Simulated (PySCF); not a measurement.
A drawing and its optimised geometry.

C4H12B2O2S. Drawn bonds (atoms numbered from 1): B1–C2, C2–O3, O3–B4, B4–C5, B4–O6, O6–C7, C2–S8, S8–C9, B1–H10, B1–H11, C2–H12, C5–H13, C5–H14, C5–H15, C7–H16, C7–H17, C7–H18, C9–H19, C9–H20, C9–H21.

Geometry after optimisation with GFN2-xTB (Å):

```
atom  x, y, z in Å
B1     1.580   -1.036   -1.035
C2     1.217   -0.789    0.472
O3    -0.019   -0.990    1.048
B4    -1.189   -0.507    0.579
C5    -2.535   -0.948    1.312
O6    -1.128    0.360   -0.468
C7    -2.233    1.001   -1.047
S8     1.447    0.836   -0.432
C9     3.167    1.224    0.069
H10    2.691   -1.309   -1.306
H11    0.711   -1.300   -1.777
H12    1.967   -0.821    1.264
H13   -3.069   -0.088    1.711
H14   -2.335   -1.630    2.132
H15   -3.211   -1.447    0.620
H16   -2.748    1.631   -0.316
H17   -2.943    0.270   -1.444
H18   -1.860    1.623   -1.861
H19    3.498    2.057   -0.541
H20    3.174    1.514    1.116
H21    3.809    0.366   -0.095
```

Here a drawn bond counts as lost beyond 1.3 times the sum of covalent radii plus 0.1 Å; another pair counts as a new contact within 1.08 times that sum, or 1.2 times among H, C, N, O, F, S and Cl. Covalent radii used (Å): B 0.84, C 0.73, H 0.31, O 0.66, S 1.05.

(1) Which drawn bonds no longer describe this geometry, and which new contacts appear?

(2) How long is each drawn bond in this geometry?

## Answers

(1) No drawn bond is lost. New contacts: B1–S8 (1.97 Å; radii sum 1.89 Å). The tight-binding optimisation can itself be at fault, so a check at a higher level is due before the drawing is dismissed.

(2) 
```csv
drawn bond,length (Å),over radii sum
B1–C2,1.570,1.00
C2–O3,1.378,0.99
O3–B4,1.350,0.90
B4–C5,1.595,1.02
B4–O6,1.362,0.91
O6–C7,1.402,1.01
C2–S8,1.874,1.05
S8–C9,1.834,1.03
B1–H10,1.175,1.02
B1–H11,1.172,1.02
C2–H12,1.091,1.05
C5–H13,1.088,1.05
C5–H14,1.085,1.04
C5–H15,1.088,1.05
C7–H16,1.094,1.05
C7–H17,1.093,1.05
C7–H18,1.090,1.05
C9–H19,1.085,1.04
C9–H20,1.086,1.04
C9–H21,1.084,1.04
```

All values are computed, not measured.
